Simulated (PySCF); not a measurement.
Exercise with solution: oscillator strength and radiative lifetime

CH₇ClN₂Si, SMILES NC[Si@@H](N)Cl.

Geometry: PBE0-D3(BJ)/def2-SVP. The structure was generated by enumeration; whether it is a known compound was not checked. One conformer was computed; it need not be the lowest.

TDDFT-PBE/def2-SVPD (PySCF) puts the first singlet state with f over 0.02 at 5.30 eV (vertical), with the transition dipole (0.380, 0.245, 0.038) in atomic units.

### Question
Find the oscillator strength, the wavelength and the radiative lifetime that this transition would have in vacuum if emission retraced absorption.

### Answer

|μ|² = 0.2059 au, so |μ| = 1.15 D. ΔE = 5.30/27.211 = 0.1948 hartree. f = (2/3) ΔE |μ|² = 0.027 (the program prints 0.027).
λ = 1239.84/5.30 = 234 nm; ν = 42747 cm⁻¹.
Einstein's coefficient A = 0.6670 ν² f s⁻¹ (ν in cm⁻¹) = 3.3e7 s⁻¹, so τ = 1/A = 31 ns. This state is S2; the lower singlet has f = 0.001. The figure is the radiative limit of this one transition; relaxation, internal conversion, crossing to triplets and a medium change what is measured.
